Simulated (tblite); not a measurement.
C6H7O3 (doublet state).
SMILES with atom numbers: `[CH:1]#[C:2]/[C:3](=[CH:4]/[O:5][CH2:6][O:7])[O:8][CH3:9]` (hydrogens: H10 on C1; H11 on C4; H12, H13 on C6; H14, H15, H16 on C9)

The geometry is computed with GFN2-xTB (gas phase). This method treats the open shell by occupation alone, without spin polarisation.

(1) What internal coordinates does the optimisation give?

## Answers

(1) 
```
          bond  length (bohr)   order
         C1≡C2          2.270  triple
         C2–C3          2.677  single
         C3=C4          2.539  double
         C4–O5          2.532  single
         O5–C6          2.718  single
         C6–O7          2.461  single
         C3–O8          2.645  single
         O8–C9          2.628  single
        C1–H10          1.983  single
        C4–H11          2.045  single
        C6–H12          2.115  single
        C6–H13          2.097  single
C9–H14, C9–H15          2.061  single
        C9–H16          2.155  single
```

Bonds in one row agree within 0.02 bohr and their mean is given. Orders are formal, as drawn. A selection of angles:
```
   angle  degrees
C1–C2–C3    175.0
C2–C3–C4    120.4
C2–C3–O8    115.6
C4–C3–O8    124.0
C3–C4–O5    129.6
C4–O5–C6    118.8
O5–C6–O7    115.7
C3–O8–C9    114.4
```

Torsions: C2–C3–C4–O5 180° (antiperiplanar); C3–C4–O5–C6 14° (synperiplanar); C4–O5–C6–O7 69° (synclinal); C2–C3–O8–C9 89° (synclinal). The mirror-image conformer, all signs reversed, is as good.

C4 (carbon bonded to C, O and H) is planar (angles 129.6°, 118.6° and 111.7°, sum 359.9°, 0.02 Å off the plane of its three neighbours). Of the pairs four or more bonds apart, O7···H16 is among the closest relative to their van der Waals radii: 1.59 Å, 59 % of the sum of Bondi's values. The C–C distances run from 1.201 Å (C1≡C2, drawn triple) to 1.417 Å (C2–C3, drawn single), a spread of 0.216 Å. C3 (carbon bonded to 2 C and O) is planar (angles 124.0°, 120.4° and 115.6°, sum 360.0°, 0.00 Å off the plane of its three neighbours). O5 (oxygen bonded to 2 C) is bent (angle 118.8°). O8 (oxygen bonded to 2 C) is bent (angle 114.4°). The C–O distances run from 1.302 Å (C6–O7, drawn single) to 1.438 Å (O5–C6, drawn single), a spread of 0.136 Å.

Point group: C1 (no symmetry element, even within 0.4 Å). Its GFN2-xTB frequencies are all real (lowest 54 cm⁻¹). 2 starts were optimised and ended at 0.00 and 1.15 kcal/mol (GFN2-xTB); the lowest of these is shown.
